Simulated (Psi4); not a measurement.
Complex: NH3 (SMILES N) (first 4 atoms) with CO2 (SMILES O=C=O); geometry from B3LYP-D3(BJ)/def2-TZVP.
(charge 0, multiplicity 1):
```
atom    x (Å)    y (Å)   z (Å)
----  -------  -------  ------
N     -0.1481  -0.1297  0.5790
H      0.7652  -0.0798  0.1422
H     -0.5845  -0.9892  0.2653
H     -0.7011   0.6412  0.2226
O      0.8033  -0.9100  3.4598
C      0.0518  -0.0263  3.4450
O     -0.6949   0.8600  3.4990
```

The numbers are results of SAPT0/jun-cc-pV(D+d)Z run with Psi4, not measurements.

Question: Which attractive term is largest, and how does the interaction split up?

Answer: electrostatics -306.4, exchange 260.7, induction -43.1, dispersion -65.7, total -154.5 meV; the largest attraction is electrostatics.
